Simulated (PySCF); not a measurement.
# Co⁺ (cobalt, charge +1) across methods

[Ar] 3d7 4s1, high-spin 5F determinant (an excited configuration). Calculation: PySCF 2.14, in x2c-TZVPPall with one added diffuse shell each of s, p, d, f type (7s6p5d3f1g, 80 functions); the spin-free X2C one-electron Hamiltonian (Gaussian nucleus).

```
 method  E (hartree)  mean ε 3d α (eV)  mean ε 3d β (eV)  mean ε 4s α (eV)  Σ⟨r²⟩ (bohr²)   ⟨S²⟩
    LDA    -1390.251           -18.509           -15.713           -13.729          24.40  6.001
   PBE0    -1392.706           -20.744           -17.957           -14.178          24.34  6.001
    UHF  -1391.62230           -27.729           -24.026           -15.819          24.43  6.003
 M06-2X    -1392.927           -23.588           -20.251           -14.489          24.51  6.008
r2SCANh    -1392.893           -19.566           -16.810           -14.060          24.23  6.001
  wB97X    -1392.947           -23.071           -20.516           -16.005          24.37  6.002
 r2SCAN    -1392.906           -18.590           -15.909           -13.795          24.26  6.001
    PBE    -1392.687           -18.220           -15.679           -13.479          24.49  6.000
   TPSS    -1392.967           -18.143           -15.932           -13.429          24.42  6.001
```
